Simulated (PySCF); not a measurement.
Electron correlation in Bi⁺ (bismuth, charge +1)

[Xe] 4f14 5d10 6s2 6p2, high-spin 3P determinant. Calculation: PySCF 2.14, in x2c-TZVPPall with one added diffuse shell each of s, p, d, f type (12s8p7d4f, 99 functions); scalar relativity by spin-free X2C-1e. Frozen: [Xe] 4f14 5d10; 4 electrons correlated.

| level | correlation energy (mhartree) |
| --- | --- |
| CCSD | -47.24 |
| (T) | -0.90 |
| CCSD(T) | -48.14 |

Diagnostics: T1 = 0.0057, D1 = 0.0145, largest double amplitude 0.070.

Is a single reference adequate?

Yes, within this model without spin-orbit coupling: T1 lies below 0.03 and no double amplitude reaches 0.07.

Spin-orbit coupling is strong in this species, so the high-spin LS determinant is a model state.
